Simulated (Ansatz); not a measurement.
Cost and result up the ladder for the cluster Si9H15 (24 atoms). Total charge 0; doublet. Geometry: r2SCAN-D4/def2-SVP.

Cartesian coordinates in Å:
```
Si 1.219 -2.299 -1.133
Si -2.504 4.045 0.399
Si 2.058 -2.750 1.037
Si -1.207 0.618 -0.707
Si 2.115 -0.291 -1.980
Si 1.023 1.376 -0.728
Si 0.110 -1.782 1.984
Si -0.876 -1.652 -0.176
Si -2.506 1.765 0.881
H -0.601 -2.648 2.979
H -1.138 4.656 0.466
H -1.903 1.545 2.234
H 3.386 -2.153 1.391
H 1.712 -0.132 -3.416
H 1.257 -3.416 -2.131
H 1.543 1.373 0.679
H -1.792 0.793 -2.078
H 0.327 -0.432 2.595
H -3.142 4.378 -0.915
H -2.064 -2.535 -0.401
H 3.609 -0.237 -1.891
H 2.102 -4.222 1.316
H -3.912 1.248 0.891
H 1.181 2.750 -1.297
```

Ansatz on 6 threads of Intel Xeon on a shared host. Times are rough, and most runs start from the orbitals of an earlier one. PBE0-D4/def2-TZVP serves as the yardstick here, not as an exact answer. Differences are given only for rows in sets of like size (and for xTB, whose basis is part of the method), since another set adds its own error. Binding counts from free atoms at the same level (Si triplet, H doublet; other spins of the atoms weren't run), without zero-point energy or a counterpoise term.

Correlated methods freeze 45 core orbitals. The rows differ in basis, and correlated rows in double-zeta sets carry the largest basis error. Another isomer (doublet) lies 0.56 eV lower at PBE0-D4/def2-TZVP; other spin states weren't run for this one.

Correlated methods converge slowly with the basis, most of all in double-zeta sets.

| level | functions | wall time | binding energy per atom (eV) | difference from PBE0-D4/def2-TZVP (eV) |
| --- | --- | --- | --- | --- |
| PBE-D4/def2-SVP | 237 | 11 s | 3.05 | – |
| MP2/def2-SVP | 237 | 18 s | 2.81 | – |
| PBE0-D4/def2-SVP | 237 | 21 s | 3.05 | – |
| BLYP-D4/def2-TZVP | 423 | 24 s | 3.01 | -0.05 |
| PBE-D4/def2-TZVP (with forces) | 423 | 26 s | 3.06 | 0.00 |
| r2SCAN-D4/def2-TZVP | 423 | 48 s | 3.08 | 0.03 |
| PBE0-D4/def2-TZVP | 423 | 64 s | 3.06 | 0.00 |
